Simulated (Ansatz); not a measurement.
The same path of C$_{3}$H$_{5}$AlF$_{2}$ (11 atoms, charge 0, multiplicity 1) was run twice with different band settings.

Level of theory: Ansatz, RKS PBE0/def2-SVP.

Relaxed end points:

```xyz
11
Properties=species:S:1:pos:R:3
C -1.202 -1.285 1.471
Al -0.191 -0.154 0.256
C 1.134 0.133 -1.127
C 0.418 1.433 -0.704
F -0.388 1.890 -1.707
F 1.240 2.445 -0.345
H -0.616 -2.166 1.778
H -2.108 -1.656 0.962
H -1.524 -0.741 2.371
H 1.138 -0.081 -2.206
H 2.164 0.125 -0.729
```

```xyz
11
Properties=species:S:1:pos:R:3
C -1.273 -1.281 1.417
Al -0.226 -0.158 0.224
C 1.372 0.251 -0.790
C 0.265 1.317 -0.957
F -0.217 1.336 -2.231
F 0.656 2.576 -0.646
H -1.822 -2.035 0.827
H -2.014 -0.703 1.989
H -0.625 -1.825 2.123
H 1.735 -0.188 -1.732
H 2.216 0.653 -0.204
```

Common settings: movable images 5; spring 5.0 eV/Å²; start path IDPP; force threshold 0.05 eV/Å; end points relaxed.

| run | climbing image | optimiser | iteration limit |
| --- | --- | --- | --- |
| 1 | yes | quadratic models (default) | 53 |
| 2 | from the first iteration | fire | 60 |

(1) What does each run give, and how far can it be trusted?

## Answers

(1) Run 1: converged after 4 iterations, highest image 0.001 eV above the first end. The highest image is an end point: on this band no image between the ends rises above it.
Run 2: converged after 12 iterations, highest image 0.001 eV above the first end. The top lies less than 8 meV above the higher end, about what the thresholds resolve: that end is a shoulder or a very shallow well. Another band between the same ends (5 images) ends at a top of the same energy, where a vibrational analysis finds no clearly imaginary modes.
